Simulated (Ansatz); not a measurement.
`C=C/N=C\[SeH]` → `C[Se]CC#N`  (isomerisation)

Program: Ansatz. Geometries: PBE0-D4/def2-TZVP. ΔE: electronic, gas phase. CBS: MP2 limit from def2 TZ/QZ plus the TZ coupled-cluster correction, frozen cores. DFT in def2-TZVPP. B3LYP here is the variant with VWN-RPA as its local correlation; programs differ in this. For Se outer-core shells are correlated without core-valence functions, which leaves a few kJ/mol of doubt a bond. Scalar relativity is left out up to krypton. One conformer a species, not always the lowest.

| level | ΔE (kJ/mol) | difference from CCSD(T)/CBS |
| --- | --- | --- |
| PBE-D4 | -60.6 | 28.3 |
| r2SCAN-D4 | -67.4 | 21.5 |
| PBE0-D4 | -72.9 | 16.0 |
| B3LYP-D4 | -71.8 | 17.1 |
| ωB97X-V | -90.3 | -1.4 |
| ωB97M-V | -88.9 | 0.0 |
| B2PLYP | -88.5 | 0.4 |
| PBE | -62.4 | 26.5 |
| r2SCAN | -67.7 | 21.2 |
| PBE0 | -74.3 | 14.6 |
| B3LYP | -74.9 | 14.0 |
| HF/def2-TZVPP | -107.6 | -18.7 |
| MP2/def2-TZVPP | -107.6 | -18.7 |
| SCS-MP2/def2-TZVPP | -109.8 | -20.9 |
| CCSD/def2-TZVPP | -100.4 | -11.5 |
| CCSD(T)/def2-TZVPP | -94.6 | -5.7 |
| HF/def2-QZVPP | -106.6 | -17.7 |
| MP2/def2-QZVPP | -104.0 | -15.1 |
| SCS-MP2/def2-QZVPP | -106.5 | -17.6 |
| HF/CBS(def2) | -106.5 | -17.6 |
| MP2/CBS(def2) | -101.9 | -13.0 |
| CCSD/CBS(def2) | -94.7 | -5.8 |
| CCSD(T)/CBS | -88.9 | 0 |

Largest T1 diagnostic among the species: 0.013.

The D4 term adds +3.0 kJ/mol with B3LYP and +1.4 kJ/mol with PBE0; it sums over pairs of atoms, weighted by their polarisabilities, and B3LYP, whose exchange is more repulsive, gets the larger term. From PBE to PBE0 (25 % exact exchange), in def2-TZVPP and without D4, ΔE moves by −11.9 kJ/mol.
